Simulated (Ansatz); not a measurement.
Ansatz (a first-principles code) input:

Ansatz 0.2 input:
```yaml
crystal:
  periodic: [false, false, false]
  atoms:
    - {symbol: Ga, position_ang: [0.00000000, 0.00000000, 0.00000000]}
    - {symbol: H, position_ang: [-0.00000000, -0.00000000, -1.52926086]}
    - {symbol: H, position_ang: [0.00000000, 0.00000000, 1.52926086]}
basis:
  gaussian:
    orbitals: cc-pVTZ
hamiltonian:
  xc: pbe
total_charge: 1
magnetization: {spin_polarized: false}
correlation: {method: rpa, electrons: outside_noble_gas}
```

Question: Which total energy does the run end on?

Answer: -1924.27984 Eh (RPA@PBE/cc-pVTZ). The basis has 71 functions.
